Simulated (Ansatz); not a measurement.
Wavefunction ladder for C₃H₇B

```csv
atom,x (Å),y (Å),z (Å)
B1,0.268,0.357,-0.814
C2,-1.191,-0.408,-0.161
C3,0.009,-0.677,0.519
C4,0.839,0.403,0.863
H5,-0.102,1.478,-0.968
H6,0.910,-0.193,-1.655
H7,-1.674,-1.221,-0.687
H8,-1.834,0.401,0.160
H9,0.480,-1.639,0.345
H10,0.421,1.302,1.296
H11,1.874,0.196,1.101
```

The species carries charge 0 and has multiplicity 1. The bonds changed during the relaxation, so this is another structure than the one it started from. The structure was optimised at the PBE0-D4/def2-TZVP level. It is one conformer, not always the lowest. Frozen core, restricted reference, Ansatz. CBS rows extrapolate triple and quadruple zeta; past MP2 they add the triple-zeta difference.

```csv
basis,HF (Eh),MP2 corr.,CCSD corr.,(T),CCSD(T) total
def2-SVP,-142.19434,-0.52089,-0.56454,-0.02067,-142.77955
def2-TZVPP,-142.34933,-0.63033,-0.66489,-0.03019,-143.04441
def2-QZVPP,-142.35610,-0.66812,–,–,–
CBS(def2),-142.35703,-0.69610,-0.73066,as TZ,-143.11788
```
